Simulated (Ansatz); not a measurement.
C2H6SeSi can be A, `[SeH]C1C[SiH2]1`, or B, `C[SiH]1C[Se]1`.

Gas-phase electronic energies from Ansatz, PBE0-D4/def2-TZVP geometries. CCSD(T)/CBS adds triple-zeta CCSD(T) − MP2 to the extrapolated MP2 energy (def2 sets, frozen cores). Functionals use def2-TZVPP. B3LYP here is the variant with VWN-RPA as its local correlation; programs differ in this. For Se outer-core shells are correlated without core-valence functions, which leaves a few kJ/mol of doubt a bond. Scalar relativity is left out up to krypton. Each species was taken in one conformer, which may not be the lowest.

Q: Which is lower in electronic energy at CCSD(T)/CBS, and by how much? (An estimate is asked.)

A: Ansatz gave: B, by 182.0 kJ/mol.

Q: Give E(B) − E(A) in kJ/mol with PBE0-D4, ωB97M-V, B3LYP, B2PLYP, CCSD(T)/def2-TZVPP, HF/def2-TZVPP, r2SCAN-D4. (Best estimate.)

A: Computed: PBE0-D4 -180.8, ωB97M-V -178.1, B3LYP -179.9, B2PLYP -181.7, CCSD(T)/def2-TZVPP -176.9, HF/def2-TZVPP -184.6, r2SCAN-D4 -184.1. None reverses the order clearly.

Largest T1 diagnostic: 0.010.

From PBE to PBE0 (25 % exact exchange), in def2-TZVPP and without D4, E(B) − E(A) moves by −3.5 kJ/mol.
